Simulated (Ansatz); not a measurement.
One change: `[F][Al]([Cl])[SeH]` becomes `[F][Al]([SH])[Cl]`.

Ansatz, PBE0-D4/def2-TZVP geometries, multiplicity 1. Each molecule was computed in one conformer, which needn't be the lowest.

Scalar relativity is left out up to krypton.

```csv
property,`[F][Al]([Cl])[SeH]`
"ideal-gas entropy at 298 K and 1 bar (rigid rotor, harmonic PBE0-D4/def2-TZVP) / J/(mol·K)",341
HOMO energy (PBE/def2-TZVPP) / eV,-6.71
HOMO energy (PBE0/def2-TZVPP) / eV,-7.86
HOMO–LUMO gap (ωB97M-V/def2-TZVPP) / eV,10.54
HOMO–LUMO gap (B3LYP/def2-TZVPP) / eV,6.19
LUMO energy (ωB97M-V/def2-TZVPP) / eV,0.56
```

**Question.** Give the same properties after the change, and the shifts. (Estimate.)

**Answer.** The calculation gave: 
```tsv
property	`[F][Al]([SH])[Cl]`	shift
ideal-gas entropy at 298 K and 1 bar (rigid rotor, harmonic PBE0-D4/def2-TZVP) / J/(mol·K)	327	-14
HOMO energy (PBE/def2-TZVPP) / eV	-7.07	-0.36
HOMO energy (PBE0/def2-TZVPP) / eV	-8.31	-0.45
HOMO–LUMO gap (ωB97M-V/def2-TZVPP) / eV	11.14	0.60
HOMO–LUMO gap (B3LYP/def2-TZVPP) / eV	6.71	0.52
LUMO energy (ωB97M-V/def2-TZVPP) / eV	0.65	0.09
```

With PBE0 the HOMO falls by 0.45 eV and the LUMO rises by 0.09 eV, so the gap widens by about 0.54 eV. PBE moves the HOMO by -0.36 eV and ωB97M-V by -0.50 eV.

B3LYP here is the variant with VWN-RPA as its local correlation; programs differ in this.

Spin–orbit coupling is left out; it splits and shifts lone-pair levels of the heavy atoms by tenths of an eV.
